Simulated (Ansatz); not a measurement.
## Ansatz (development build ahead of 0.2.0) run

```yaml
crystal:
  periodic: [false, false, false]
  atoms:
    - { symbol: H, position_ang: [1.03, 0.0, 0.0] }
    - { symbol: H, position_ang: [0.515, 0.86603, 0.0] }
    - { symbol: H, position_ang: [-0.515, 0.86603, 0.0] }
    - { symbol: H, position_ang: [-1.03, 0.0, 0.0] }
    - { symbol: H, position_ang: [-0.515, -0.86603, 0.0] }
    - { symbol: H, position_ang: [0.515, -0.86603, 0.0] }
basis:
  gaussian: { orbitals: def2-SVP }
hamiltonian:
  xc: hf
```

The input is written out in the form of the current development build from the run's settings.

Results

* Converged: yes
* Total energy: -3.24863 hartree
* Spin squared of the determinant: 0.000

Caution: stretched shape with no unrestricted run beside it, a lower state can exist.
